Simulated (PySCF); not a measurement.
Species: C3H8Si, SMILES `C1CC[SiH2]1` (charge 0, multiplicity 1).

**Question.** Predict the HOMO–LUMO gap, HOMO and dipole moment from PBE0-D3(BJ)/def2-TZVP run with PySCF 2.14.0.

**Answer.** 
```json
{
 "HOMO–LUMO gap": "8.27 eV",
 "HOMO": "-7.82 eV",
 "dipole_moment": "0.57 D"
}
```
